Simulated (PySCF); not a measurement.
Compound: transoidal hexafluoroacetone imine, C₃HF₆N.
Cartesian coordinates in Å at the PBE0-D3(BJ)/def2-SVP level; atoms count from 1:
```
atom  x, y, z in Å
N1     0.0764    1.5046   -0.8265
C2     0.0664    0.4013   -0.2243
C3     1.3894   -0.2962    0.0792
F4     2.3999    0.3244   -0.4939
F5     1.5996   -0.3278    1.3948
F6     1.3578   -1.5545   -0.3602
C7    -1.2030   -0.3165    0.2369
F8    -1.4015   -1.4250   -0.4656
F9    -2.2590    0.4779    0.0613
F10   -1.1339   -0.6414    1.5218
H11   -0.8787    1.8599   -0.9477
```

Computed with TDDFT B3LYP/def2-SVPD, vertical, gas phase, core orbitals frozen in the response (PySCF).

Transition dipole moments from the ground state, in atomic units and in the frame of the coordinates above (overall signs are arbitrary), for the states with f of 0.002 or more among the lowest 8:

```
state  E (eV)      μx      μy      μz
   S1   5.014  -0.007  -0.065  -0.117
   S3   8.283   0.250  -0.079   0.032
   S4   8.420  -0.097   0.838  -0.454
   S5   8.492  -0.043  -0.354   0.207
   S6   8.811  -0.056   0.140  -0.013
   S7   8.848  -0.049  -0.041  -0.075
   S8   9.082  -0.281  -0.118   0.081
```

Question: Work out the oscillator strengths.

Answer: f = (2/3) ΔE |μ|² with ΔE in hartree (27.2114 eV).

```
state  |μ|² (au)  |μ| (D)      f
   S1      0.018     0.34  0.002
   S3      0.070     0.67  0.014
   S4      0.918     2.44  0.189
   S5      0.170     1.05  0.035
   S6      0.023     0.38  0.005
   S7      0.010     0.25  0.002
   S8      0.100     0.80  0.022
```

Question: Which bond between heavy atoms lies closest to the direction of the S4 transition dipole?

Answer: N1–C2, at 6° from it; next C7–F10 and C3–F6 at 47°.

Question: What angle do the transition dipoles of S4 and S5 make?

Answer: |cos θ| = |μa·μb| / (|μa| |μb|) = 0.98, so θ ≈ 12° (taken between 0 and 90°, since the signs are arbitrary).

Question: How is the summed strength of these states shared among x, y and z?

Answer: (2/3) Σ ΔE μα² gives 0.034 for x, 0.180 for y and 0.056 for z, 0.270 in all.

Question: What peak molar absorption coefficient would the strongest computed level give as a lone Gaussian band 0.4 eV wide at half height?

Answer: ε(max) = 2.175×10⁸ f / FWHM, with the width in cm⁻¹. S4: 2.175×10⁸ × 0.1894 / 3226 ≈ 13000 L mol⁻¹ cm⁻¹.

All these states lie below the vertical ionisation energy of 11.74 eV (ΔSCF).

On one thread, Arm Neoverse V1 (shared host), this took 2.0 min.
